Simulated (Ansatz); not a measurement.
Gas-phase electronic energies from Ansatz, PBE0-D4/def2-TZVP geometries. CCSD(T)/CBS adds triple-zeta CCSD(T) − MP2 to the extrapolated MP2 energy (def2 sets, frozen cores). DFT in def2-TZVPP. B3LYP here is the variant with VWN-RPA as its local correlation; programs differ in this. Each species was taken in one conformer, which may not be the lowest.

Reaction (isomerisation): `C/C([SiH3])=C\N` → `C[Si]N(C)C`

`C/C([SiH3])=C\N`:

```xyz
14

C    -1.210    0.868   -0.152
C    -0.063   -0.048    0.180
Si   -0.048   -1.012    1.748
C     0.978   -0.160   -0.665
N     1.136    0.541   -1.833
H    -1.648    0.636   -1.132
H    -2.020    0.794    0.576
H    -0.898    1.919   -0.176
H    -1.234   -1.911    1.856
H    -0.090   -0.133    2.953
H     1.189   -1.841    1.809
H     1.813   -0.814   -0.429
H     1.770    0.169   -2.517
H     0.324    0.992   -2.219
```

`C[Si]N(C)C`:

```xyz
14

C     0.891    1.915   -0.956
Si    0.895    1.120    0.778
N    -0.038   -0.298    0.508
C    -0.666   -0.776   -0.702
C    -0.269   -1.194    1.623
H     1.354    1.267   -1.709
H    -0.121    2.156   -1.300
H     1.461    2.847   -0.927
H    -0.487   -0.097   -1.533
H    -1.750   -0.877   -0.566
H    -0.279   -1.766   -0.977
H    -1.341   -1.301    1.827
H     0.134   -2.193    1.415
H     0.218   -0.804    2.519
```

**Question.** Is it downhill or uphill in electronic energy at CCSD(T)/CBS, and by how much? (An estimate is asked.)

**Answer.** Computed: Downhill: ΔE = -0.06 eV.

**Question.** What do these levels give: PBE-D4, r2SCAN-D4, PBE0-D4, ωB97X-V, ωB97M-V, B2PLYP, B3LYP, HF/def2-TZVPP, CCSD/def2-TZVPP, MP2/def2-QZVPP, SCS-MP2/def2-QZVPP, CCSD/CBS(def2)? (An estimate is asked.)

**Answer.** Computed: PBE-D4 -0.04, r2SCAN-D4 0.07, PBE0-D4 -0.01, ωB97X-V 0.00, ωB97M-V -0.11, B2PLYP -0.02, B3LYP 0.00, HF/def2-TZVPP 0.14, CCSD/def2-TZVPP -0.10, MP2/def2-QZVPP -0.01, SCS-MP2/def2-QZVPP 0.00, CCSD/CBS(def2) -0.07 eV.

Largest T1 diagnostic among the species: 0.014.

In def2-TZVPP, CCSD(T) changes the Hartree–Fock value by −0.24 eV (the triples alone add +0.00 eV) and MP2 by −0.17 eV.
